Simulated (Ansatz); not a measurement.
Geometry optimisation, UKS B3LYP-D4/def2-TZVP in Ansatz.

Input file:

```yaml
crystal:
  periodic: [false, false, false]
  atoms:
    - { symbol: Ga, position_ang: [-0.034749, 0.058584, -0.081282] }
    - { symbol: H, position_ang: [-0.026342, -0.36001, 1.433367] }
    - { symbol: "N", position_ang: [1.582914, -0.002442, -0.923731] }
    - { symbol: H, position_ang: [2.442126, -0.281095, -0.477975] }
    - { symbol: H, position_ang: [1.726464, 0.247897, -1.888647] }
    - { symbol: H, position_ang: [-1.24947, 0.517675, -0.949521] }
    - { symbol: H, position_ang: [0.131556, -0.180608, 3.277789] }
magnetization:
  spin_polarized: true
  initial_magnetization: 1
basis:
  gaussian: { orbitals: def2-TZVP }
hamiltonian:
  xc: b3lyp
  dispersion: d4
relax:
  f_tol: 0.03
  max_steps: 50
```

Launched with:

```bash
$ ansatz run input.yaml --threads 4 --pin off --max-ram 5120MiB --backend cpu --events-out ev --progress --plain --runs-dir out
```

**Question.** Where does it end, and by what steps?

**Answer.** It converged. The force dipped under the threshold on the way, but the program's further checks kept it going. After 20 steps the energy has fallen by 1.079 eV; H2 moved furthest, 1.40 Å. Parted: Ga1–H2 (1.57 → 3.49 Å). Joined: H2–H7 (1.86 → 0.75 Å).

```
step  energy less start (eV)  largest force component (eV/Å)  accepted
   0                  0.0000                           0.098       yes
   1                 -0.0016                           0.044       yes
   2                 -0.0024                           0.016       yes
   3                 -0.0044                           0.085       yes
   4                 -0.0066                           0.319       yes
   5                 -0.0134                           0.307       yes
   6                 -0.0524                           0.538       yes
   7                 -0.1645                           1.393       yes
   8                 -0.3317                           1.668       yes
   9                 -0.6379                           2.147       yes
  10                 -0.8498                           1.244       yes
  11                 -0.9552                           1.107       yes
  12                 -1.0229                           0.165       yes
  13                 -1.0536                           0.446       yes
  14                 -1.0729                           0.150       yes
  15                 -1.0664                           0.127        no
  16                 -1.0767                           0.101       yes
  17                 -1.0780                           0.048       yes
  18                 -1.0785                           0.095       yes
  19                 -1.0788                           0.036       yes
  20                 -1.0789                           0.014       yes
```

```xyz
7
Properties=species:S:1:pos:R:3
Ga -0.232 -0.018 -0.631
H 0.084 -0.342 2.832
N 1.538 0.008 -1.125
H 2.292 -0.354 -0.564
H 1.870 0.393 -1.998
H -1.273 0.614 -1.671
H 0.295 -0.301 3.546
```

Whether the end is a true minimum wasn't checked by a vibrational analysis.

Run time: 29 s on 4 threads of Arm Neoverse V1 (shared host), peak memory 0.23 GiB.
